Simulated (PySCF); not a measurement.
Two-component Hartree-Fock for Re(66+) (rhenium, charge +66)

Start: [He] 2s2 2p5; 2p1/2 filled at m_j = -1/2, +1/2; 2p3/2 filled at m_j = -1/2, +1/2, +3/2. Calculated with PySCF 2.14 in an uncontracted even-tempered set (16 s from 51 bohr⁻², ratio 2.4; 13 p from 66 bohr⁻², ratio 2.4; 5 d from 230 bohr⁻², ratio 2.6; 4 f from 340 bohr⁻², ratio 2.6): generalised Hartree-Fock with the X2C-1e Hamiltonian and a Gaussian nucleus; one run each with spin-orbit coupling (SO) switched off, then screened by Boettger's factors.

```json
{"spinor shell": "1s1/2", "electrons": "2", "ε, spin-free (eV)": "-78371.0", "ε, screened SO (eV)": "-78339.2", "weight of nominal j (screened SO)": "1.000", "rms radius, screened SO (bohr)": "0.0204"}
{"spinor shell": "2s1/2", "electrons": "2", "ε, spin-free (eV)": "-18392.5", "ε, screened SO (eV)": "-18383.5", "weight of nominal j (screened SO)": "1.000", "rms radius, screened SO (bohr)": "0.0805"}
{"spinor shell": "2p1/2", "electrons": "2", "ε, spin-free (eV)": "-16876.6", "ε, screened SO (eV)": "-17948.3", "weight of nominal j (screened SO)": "1.000", "rms radius, screened SO (bohr)": "0.0682"}
{"spinor shell": "2p3/2", "electrons": "3", "ε, spin-free (eV)": "-16876.6", "ε, screened SO (eV)": "-16441.5", "weight of nominal j (screened SO)": "1.000", "rms radius, screened SO (bohr)": "0.0751"}
```

```csv
quantity,spin-free,screened SO
E (hartree),-10779.77566,-10811.95281
M_J,3/2,3/2
⟨J²⟩,3.750,3.750
⟨L²⟩,2.000,2.027
⟨S²⟩,0.750,0.777
```

Each row is a mean over spinors that exchange with the open shell spreads, by up to 65.801 eV (2s1/2).

Breit and QED terms are absent; they matter most for the inner s and p1/2 levels.

Densities and radii are taken from the X2C orbitals without a picture-change correction, which distorts them close to the nucleus.

Without spin-orbit coupling the j labels of p, d and f shells carry no meaning; the spin-free column gives the mean over the occupied spinors of each nl shell.
